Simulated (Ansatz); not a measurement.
Cost and result for the atomization energy of CH$_{6}$BFOSi, SMILES `CBO[SiH2]F` (11 atoms, 10 bonds).

```xyz
11

C     1.4770   -0.7842   -1.1901
B     0.1114   -0.4902   -0.5043
O    -0.0107    0.5318    0.3885
Si   -1.2744    1.0421    1.2947
F    -1.0697    0.5130    2.7814
H     1.7875   -1.8123   -0.9699
H     2.2755   -0.1031   -0.8915
H     1.3651   -0.7472   -2.2798
H    -0.8694   -1.1513   -0.7448
H    -2.5462    0.4847    0.7849
H    -1.2461    2.5167    1.3309
```

The species carries charge 0 and has multiplicity 1. All single points use the PBE0-D4/def2-TZVP geometry. It is one conformer, not always the lowest. Program: Ansatz. All runs use 4 threads of an Arm Neoverse V1 on a shared host. Times are those of one run each, without the atoms' runs, and a repeat can differ threefold. Electronic energies, without spin–orbit coupling; frozen cores. CCSD(T)/CBS adds CCSD(T) − MP2 in def2-TZVPP to the MP2 limit, and its time is that of the two runs behind it. T1 = 0.012. B3LYP takes the VWN-RPA correlation (the form of Gaussian; ORCA's B3LYP/G).

CCSD(T)/CBS is a level of theory with its own doubt, some kJ/mol a heavy atom from the limit and from the frozen cores, so smaller differences don't rank the functionals.

```tsv
level	functions	wall time	atomization (kJ/mol)	difference from CCSD(T)/CBS	per bond
PBE-D4/def2-TZVPP (with forces)	250	2.3 s	4359.2	24.7	2.5
PBE0-D4/def2-TZVPP	250	2.6 s	4303.1	-31.4	-3.1
B3LYP-D4/def2-TZVPP (with forces)	250	4 s	4327.1	-7.4	-0.7
r2SCAN-D4/def2-TZVPP (with forces)	250	4.5 s	4343.2	8.7	0.9
B2PLYP/def2-TZVPP	250	4.8 s	4297.9	-36.6	-3.7
ωB97X-V/def2-TZVPP	250	7 s	4338.4	3.9	0.4
ωB97M-V/def2-TZVPP (with forces)	250	11 s	4343.8	9.3	0.9
MP2/def2-QZVPP	478	19 s	4375.8	41.3	4.1
CCSD(T)/def2-TZVPP	250	2.5 min	4230.3	-104.2	-10.4
CCSD(T)/CBS(def2)	–	2.8 min	4334.5	0.0	0.0
```

The D4 term adds +29.0 kJ/mol with B3LYP and +15.2 kJ/mol with PBE0; it sums over pairs of atoms, weighted by their polarisabilities, and B3LYP, whose exchange is more repulsive, gets the larger term. In def2-TZVPP, CCSD(T) changes the Hartree–Fock value by +898.1 kJ/mol (the triples alone add +47.7 kJ/mol) and MP2 by +980.4 kJ/mol; breaking electron pairs costs correlation energy, which Hartree–Fock lacks. From PBE to PBE0 (25 % exact exchange), in def2-TZVPP and without D4, the atomization energy moves by −53.3 kJ/mol: exact exchange takes away binding that semilocal exchange gives to molecules.
